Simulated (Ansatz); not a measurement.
Geometry optimisation, RKS LDA/STO-3G (Ansatz 0.2.0).

Input file:

```yaml
crystal:
  periodic: [false, false, false]
  atoms:
    - { symbol: "N", position_ang: [-1.8841, -0.435, 0.4296] }
    - { symbol: C, position_ang: [-0.4943, -0.3562, 0.3883] }
    - { symbol: F, position_ang: [-0.1304, -0.4941, 1.6642] }
    - { symbol: Si, position_ang: [0.3013, -1.7354, -0.6542] }
    - { symbol: "N", position_ang: [-0.2336, 0.988, -0.0515] }
    - { symbol: Si, position_ang: [1.2427, 1.8307, 0.0046] }
    - { symbol: H, position_ang: [-2.166, -1.1575, 1.0368] }
    - { symbol: H, position_ang: [-2.1522, 0.4631, 0.9334] }
    - { symbol: H, position_ang: [-0.1179, -1.5651, -2.0508] }
    - { symbol: H, position_ang: [-0.2723, -3.0798, -0.1869] }
    - { symbol: H, position_ang: [1.7065, -1.7788, -0.5546] }
    - { symbol: H, position_ang: [-0.668, 1.1329, -0.9164] }
    - { symbol: H, position_ang: [1.7719, 1.7513, 1.3469] }
    - { symbol: H, position_ang: [2.0939, 1.1841, -0.9784] }
    - { symbol: H, position_ang: [0.9805, 3.201, -0.3817] }
basis:
  gaussian: { orbitals: STO-3G }
hamiltonian:
  xc: lda
relax:
  f_tol: 0.02
  max_steps: 40
scf:
  lower_state_search: "off"
```

Launched with:

```bash
$ ansatz run input.yaml --threads 1 --pin off --max-ram 2048MiB --backend cpu --events-out ev --progress --plain --runs-dir out
```

Problem. Where does it end, and by what steps?

Solution. It converged. The force dipped under the threshold on the way, but the program's further checks kept it going. Limits of this set-up: minimal basis. After 13 steps the energy has fallen by 1.321 eV; H13 moved furthest, 0.50 Å.

```tsv
step	energy less start (eV)	largest force component (eV/Å)	accepted
0	0.0000	4.557	yes
1	-1.1851	1.323	yes
2	-1.2928	0.329	yes
3	-1.3073	0.175	yes
4	-1.3128	0.092	yes
5	-1.3147	0.050	yes
6	-1.3169	0.075	yes
7	-1.3185	0.123	yes
8	-1.3197	0.065	yes
9	-1.3203	0.078	yes
10	-1.3209	0.019	yes
11	-1.3211	0.015	yes
12	-1.3212	0.016	yes
13	-1.3214	0.018	yes
```

```xyz
15
Properties=species:S:1:pos:R:3
N -2.011 -0.489 0.312
C -0.523 -0.276 0.517
F -0.135 -0.372 1.864
Si 0.344 -1.652 -0.543
N -0.317 1.137 0.094
Si 1.316 1.736 -0.164
H -2.230 -1.424 0.769
H -2.468 0.216 0.967
H 0.191 -1.347 -1.952
H -0.260 -2.941 -0.262
H 1.757 -1.714 -0.223
H -0.994 1.332 -0.684
H 2.075 1.488 1.047
H 2.014 1.097 -1.276
H 1.220 3.158 -0.437
```

Whether the end is a true minimum wasn't checked by a vibrational analysis.

The run took 120 s on 1 thread of Intel(R) Xeon(R) Processor @ 2.50GHz (Skylake/Cascade Lake), on a shared host, peak memory 0.15 GiB.
